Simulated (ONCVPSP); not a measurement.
## Logarithmic derivatives: In (Z = 49), ONCV

* Element: indium
* Generator: ONCVPSP 4.0.1
* Type: optimised norm-conserving Vanderbilt (ONCV)
* Functional: PBE
* Relativity: scalar-relativistic
* Frozen core: [Kr]
* Valence charge: 13
* Reference configuration: 4d10 5s2 5p0.75 (charge +0.25)
* Partial waves: 5s: rc 2.20 bohr, ncon 4, nbas 7, qcut 3 1/bohr, 3 projectors, debl 1.8 Ha; 5p: rc 2.10 bohr, ncon 4, nbas 7, qcut 2.4 1/bohr, 2 projectors, debl 0.6 Ha; 4d: rc 1.80 bohr, ncon 4, nbas 9, qcut 9.8 1/bohr, 2 projectors, debl 3.1 Ha
* Local potential: polynomial inside 1.35 bohr (lpopt 3, dvloc0 6 Ha)
* Core correction: none

The phase is arctan(r·R′/R) of the radial function R(r), unwrapped; energies in Ha, scanned from -2 to 5 Ha. A pole is an energy at which the radial function vanishes at the test radius. The pseudo phase is shifted by a multiple of π to meet the all-electron one at the reference energy, and phase errors are pseudo minus all-electron; the curves can meet again beyond the range given. Levels narrower than the energy grid can be missing from the lists of poles.

Q: For each channel, where are the poles, and over which energies does the pseudopotential scatter like the atom?

A:

| channel | radius (bohr) | reference energy (Ha) | poles, all-electron | poles, pseudo | unbroken range about the reference energy with phases within 0.05 rad | phase error 1 Ha above the reference energy (rad) |
| --- | --- | --- | --- | --- | --- | --- |
| s | 2.23 | -0.36 | 1.23 | 1.23, 4.93 | below 4.7 | -0.000 |
| p | 2.14 | -0.14 | 2.39 | 2.05, 4.62 | below 2.1 | -0.001 |
| d | 1.83 | -0.75 | -0.34 | -0.34 | the whole range | +0.000 |

Phases in the d channel:

| E (Ha) | all-electron | pseudo |
| --- | --- | --- |
| -1.98 | 1.073 | 1.073 |
| -1.62 | 0.883 | 0.883 |
| -1.26 | 0.294 | 0.294 |
| -0.90 | -0.965 | -0.965 |
| -0.54 | -1.451 | -1.451 |
| -0.18 | -1.636 | -1.636 |
| 0.18 | -1.753 | -1.753 |
| 0.54 | -1.860 | -1.860 |
| 0.90 | -1.989 | -1.989 |
| 1.26 | -2.183 | -2.183 |
| 1.62 | -2.535 | -2.535 |
| 1.98 | -3.159 | -3.159 |
| 2.34 | -3.789 | -3.789 |
| 2.70 | -4.142 | -4.142 |
| 3.06 | -4.328 | -4.328 |
| 3.42 | -4.438 | -4.437 |
| 3.78 | -4.510 | -4.510 |
| 4.14 | -4.562 | -4.562 |
| 4.50 | -4.602 | -4.601 |
| 4.86 | -4.635 | -4.634 |
